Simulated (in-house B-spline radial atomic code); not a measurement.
**RPA and G0W0 on PBE0: the chromium ion Cr⁶⁺**

Configuration [Ne] 3s2 3p6, mean-field start PBE0. Computed with a B-spline radial code for spherical atoms: all electrons, scalar-relativistic (spin-free one-electron X2C), finite nucleus, each spin shell either full or empty, empty states to l = 9 with an (l + 1/2)⁻⁴ tail; G0W0 by contour deformation at full frequency.

Command:
```bash
python run_gw.py task.json out
```
Settings (radii: box in bohr, nucleus in fm):
```
Z                        24
electrons                18
configuration            [Ne] 3s2 3p6
hamiltonian              x2c
method                   pbe0
lmax                     9
rms_radius               3.6452
spin_polarised           False
box_radius               9.29
intervals                67
```

Run time, properties included: 1.6 s on 1 thread of Arm Neoverse V2, with other jobs on the host.

Energies (hartree):

```
                                     term        value
                         mean-field total  -1040.84872
Hartree-Fock functional on these orbitals  -1040.22234
                      direct second order      -1.3712
                    second-order exchange       0.4588
                         SOSEX correction      0.42212
```

(1) What is the RPA correlation energy, and what remains with SOSEX?

Quasi-particle levels (eV):

```csv
level,occupied,mean field,Σx - vxc,Σc,QP weight,G0W0
3p,yes,-151.95,-8.43,?,?,?
2p,yes,-689.33,-34.24,11.01,0.880,-712.56
3d,no,-99.03,11.04,-3.11,0.972,-91.10
```

G0W0 = mean field + (Σx - vxc) + Σc, with Σc (partial-wave tail included) taken at the quasi-particle energy. Only the outer levels were computed. Levels of low weight are left out.

(2) Where does G0W0 put 3p?

Answers

(1) RPA gives -1.2127 hartree (-1.83 eV per electron); RPA + SOSEX gives -0.79054, and the second-order doubles -0.91243 hartree (no singles). SOSEX takes back 35 % of the RPA value.

(2) At -160.78 eV, with Σc = -0.40 eV and a quasi-particle weight of 0.961. The tabulated removal energy is 160.29 ± 0.06 eV (NIST, semi-empirical); the calculation leaves out spin-orbit coupling, Breit and QED terms, and what these don't explain is the method's own error.
